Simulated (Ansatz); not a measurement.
`BCBCl` at its PBE0-D4/def2-TZVP geometry, where that method's forces vanish. The species carries charge 0 and has multiplicity 1.

```
atom    x (Å)    y (Å)    z (Å)
  B1  -1.1413  -0.1023   0.6732
  C2  -0.0942   0.5850  -0.2467
  B3   1.0787  -0.4030  -0.4663
 Cl4   2.6628  -0.0909   0.2074
  H5  -1.6627  -1.1216   0.3239
  H6  -1.4287   0.3598   1.7380
  H7  -0.5854   0.6180  -1.2343
  H8   0.2169   1.5765   0.0790
  H9   0.9539  -1.4214  -1.0741
```

(1) For each bond, give half the difference of the two atoms' forces along it (eV/Å; positive pushes the atoms apart) under PBE-D4, r2SCAN-D4, B3LYP-D4, ωB97M-V in def2-TZVPP. (Estimate.)

## Answers

(1) Computed: 
| bond | length (Å) | PBE-D4 | r2SCAN-D4 | B3LYP-D4 | ωB97M-V |
| --- | --- | --- | --- | --- | --- |
| B1–C2 | 1.554 | -0.05 | 0.03 | 0.10 | 0.12 |
| B1–H5 | 1.197 | 0.05 | -0.04 | -0.10 | -0.11 |
| B1–H6 | 1.196 | 0.08 | -0.03 | -0.13 | -0.14 |
| C2–B3 | 1.549 | 0.03 | 0.02 | 0.04 | 0.06 |
| C2–H7 | 1.104 | 0.15 | -0.01 | -0.06 | -0.07 |
| C2–H8 | 1.089 | 0.09 | -0.02 | -0.02 | -0.06 |
| B3–Cl4 | 1.749 | 0.13 | 0.12 | 0.19 | 0.12 |
| B3–H9 | 1.193 | 0.03 | -0.07 | -0.18 | -0.18 |

B3LYP here is the variant with VWN-RPA as its local correlation; programs differ in this.
